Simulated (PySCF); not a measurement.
Compound: C5H3FS2.
Geometry (GFN2-xTB, Å), atoms numbered from 1 in this order:
```xyz
11
C5H3FS2 angstrom
C     -1.2312    1.7375   -0.3552
C     -1.2163    0.5688   -0.0955
C     -1.1169   -0.8373    0.2080
F     -0.8129   -1.0448    1.5287
S      0.1395   -1.6487   -0.8643
C      1.5579   -0.6105   -0.6043
C      1.7643    0.1102    0.4548
S      1.9779    1.0422    1.6825
H     -1.2796    2.7606   -0.5821
H     -2.0540   -1.3703    0.0016
H      2.2768   -0.7051   -1.4003
```

Computed, not measured: B3LYP/def2-SVPD in PySCF (dipole) on a GFN2-xTB geometry, gas phase.

Masses are those of the commonest isotopes; rigid-rotor values at the optimised geometry. The values belong to one conformer with, in the numbering `[CH:1]#[C:2][C@H:3]([F:4])[S:5][CH:6]=[C:7]=[S:8]`, C2–C3–S5–C6 53°, C3–S5–C6–C7 25°.

Task: Give the principal moments of inertia and the rotational constants in GHz.

Result: Ia = 274.45, Ib = 426.43, Ic = 509.94 u·Å²; 505379 MHz·u·Å²/I gives 1841, 1185 and 991.1 MHz, that is A = 1.8414, B = 1.1852, C = 0.9911 GHz.

Task: What kind of rotor is it?

Result: An asymmetric top; Ray's κ = -0.544.

Task: Is it planar, by Δ = Ic − Ia − Ib?

Result: Not planar: Δ = Ic − Ia − Ib = -190.94 u·Å². For a rigid frame Δ = −2 Σ m c², so Σ m c² = 95.47 u·Å² lies off the ab plane: 6.94 from hydrogen and 88.53 from heavier atoms. The atom farthest from that plane is 2.00 Å away.

Task: Give the other two planar moments, Paa and Pbb, and the rms extents of the mass along the axes.

Result: Paa = Σ m a² = (Ib + Ic − Ia)/2 = 330.95 and Pbb = Σ m b² = (Ia + Ic − Ib)/2 = 178.98 u·Å². With the mass M = 145.97 u, the rms extents √(P/M) along a, b and c are 1.51, 1.11, 0.81 Å.

Task: Predict some low-J microwave lines.

Result: The dipole components are |μa| = 0.64 D, |μb| = 0.42 D, |μc| = 1.76 D. Intensities carry the squares of the components, which stand as 0.13 : 0.06 : 1.00 (a : b : c). Some lines, for components of 0.1 D or more:

| type | branch | J(Ka,Kc) | MHz | lower level (cm⁻¹) |
| --- | --- | --- | --- | --- |
| c | Q | 2(1,2) ← 2(0,2) | 499 | 0.217 |
| a | Q | 2(1,1) ← 2(1,2) | 582 | 0.233 |
| c | Q | 1(1,1) ← 1(0,1) | 656 | 0.073 |
| b | Q | 1(1,0) ← 1(0,1) | 850 | 0.073 |
| b | Q | 2(1,1) ← 2(0,2) | 1081 | 0.217 |
| c | Q | 2(2,1) ← 2(1,1) | 1969 | 0.253 |
| b | Q | 2(2,0) ← 2(1,1) | 2006 | 0.253 |
| a | R | 1(0,1) ← 0(0,0) | 2176 | 0.000 |
| b | Q | 2(2,1) ← 2(1,2) | 2551 | 0.233 |
| b | R | 1(1,1) ← 0(0,0) | 2832 | 0.000 |
| c | R | 1(1,0) ← 0(0,0) | 3027 | 0.000 |
| b | R | 2(0,2) ← 1(1,1) | 3659 | 0.094 |
| a | R | 2(1,2) ← 1(1,1) | 4158 | 0.094 |
| a | R | 2(0,2) ← 1(0,1) | 4315 | 0.073 |
| c | R | 2(1,1) ← 1(0,1) | 5397 | 0.073 |
| b | R | 2(2,1) ← 1(1,0) | 6515 | 0.101 |
| c | R | 2(2,0) ← 1(1,0) | 6552 | 0.101 |
| b | R | 2(2,0) ← 1(1,1) | 6746 | 0.094 |

Task: Estimate the classical rotational partition function at 25 K, 200 K and 298.15 K.

Result: Point group C1, symmetry number σ = 1; q = (√π/σ)·√((kT/h)³/(ABC)), k/h = 20836.6 MHz/K: 14300 at 25 K, 324000 at 200 K, 590000 at 298.15 K.

Stationary, but not proved a minimum. Constants of a rigid frame at the computed geometry: no zero-point averaging, no centrifugal distortion.
